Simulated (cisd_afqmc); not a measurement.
Input (AFQMC/CISD/aug-cc-pVTZ; cisd_afqmc is a phaseless AFQMC code with CISD trial states that reads the integrals written by Ansatz):

Ansatz 0.2 input:
```python
import cisd_afqmc

open("ham.yaml", "w").write("""\
crystal:
  periodic: [false, false, false]
  atoms:
    - {symbol: Ge, position_ang: [-0.00000000, -0.00000000, -0.04826073]}
    - {symbol: H, position_ang: [0.00000000, 0.00000000, 1.54434333]}
basis:
  gaussian:
    orbitals: aug-cc-pVTZ
total_charge: 1
magnetization: {spin_polarized: false}
correlation: {method: ccsd, electrons: outside_noble_gas, hamiltonian_folder: ham}
""")
rep = cisd_afqmc.ansatz("ham.yaml")
e_ccsd = rep["correlation"]["coupled_cluster"]["energy"]["hartree"]
out = cisd_afqmc.run("ham", e_ccsd, trial="CISD", walkers=100, populations=8, threads=8, dt=0.005, steps=40, early=24, settle=10, least=32,
    cut=5e-5, rank_cut=2e-4, target=0.0004, seconds=1500, seed=1, memory=17280, gpu=False)
```

Output:

```
orbitals 68, occupied [2], factors 343 of 500, rank of the doubles 48 of 132
E(HF) = -2075.666210
E(CCSD) on the cut factors = -2075.751829, shift to the whole factors -0.000014
Energy of the trial state on the determinant = -2075.751718
  tau behind 7.2 of longer steps, mean of the populations' last blocks
   2.0  -2075.75339
   4.0  -2075.75342
   6.0  -2075.75322
   8.0  -2075.75341
blocks 402 (1 outliers left out), error by blocks joined: 1: 0.00003, 2: 0.00004, 4: 0.00005, 8: 0.00005, 16: 0.00006
E(AFQMC/CISD) = -2075.75339 +/- 0.00006
```
